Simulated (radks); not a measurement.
Ionisation ladder of technetium, from Tc XXIII to Tc XLIII. Each ion is in the ground configuration listed by NIST, and IE = E(next ion) - E(this ion), with E = 0 for the bare nucleus. Method: scalar-relativistic Kohn-Sham, PBEsol, spin-polarised, spherical densities, finite nucleus; open shells are filled with parallel spins first (spin-orbit coupling, left out, can overturn this in heavy ions); Fermi nuclear charge, rms radius 4.4112 fm; computed with a radial shooting solver on a logarithmic mesh with Libxc functionals.

| species | configuration | IE, Delta-SCF (eV) | -e(HOMO) (eV) | HOMO |
|---|---|---|---|---|
| Tc XXIII | [Ar] 3d3 | 1033.3 | 1001.4 | 3d up |
| Tc XXIV | [Ar] 3d2 | 1098.3 | 1065.8 | 3d up |
| Tc XXV | [Ar] 3d1 | 1164.4 | 1131.4 | 3d up |
| Tc XXVI | [Ar] | 1363.9 | 1334.3 | 3p |
| Tc XXVII | [Ne] 3s2 3p5 | 1423.8 | 1394.2 | 3p down |
| Tc XXVIII | [Ne] 3s2 3p4 | 1483.0 | 1453.9 | 3p down |
| Tc XXIX | [Ne] 3s2 3p3 | 1562.0 | 1531.0 | 3p up |
| Tc XXX | [Ne] 3s2 3p2 | ? | 1593.7 | 3p up |
| Tc XXXI | [Ne] 3s2 3p1 | 1686.3 | 1656.0 | 3p up |
| Tc XXXII | [Ne] 3s2 | ? | 1809.4 | 3s |
| Tc XXXIII | [Ne] 3s1 | ? | 1876.6 | 3s up |
| Tc XXXIV | [Ne] | 4541.4 | 4455.7 | 2p |
| Tc XXXV | [He] 2s2 2p5 | 4714.7 | 4629.3 | 2p down |
| Tc XXXVI | [He] 2s2 2p4 | 4885.7 | 4802.0 | 2p down |
| Tc XXXVII | [He] 2s2 2p3 | 5121.0 | 5030.6 | 2p up |
| Tc XXXVIII | [He] 2s2 2p2 | 5303.3 | 5213.2 | 2p up |
| Tc XXXIX | [He] 2s2 2p1 | 5482.8 | 5394.7 | 2p up |
| Tc XL | [He] 2s2 | 5837.9 | 5771.4 | 2s |
| Tc XLI | [He] 2s1 | 6013.3 | 5946.1 | 2s up |
| Tc XLII | [He] | ? | 24758 | 1s |
| Tc XLIII | 1s1 | 25785 | 25509 | 1s up |

Estimate the withheld Delta-SCF values.

Answer. Tc XXX: 1624.5 eV (NIST 1638); Tc XXXII: 1836.5 eV (NIST 1838); Tc XXXIII: 1903.9 eV (NIST 1900.3); Tc XLII: 25031 eV (NIST 25004.5).
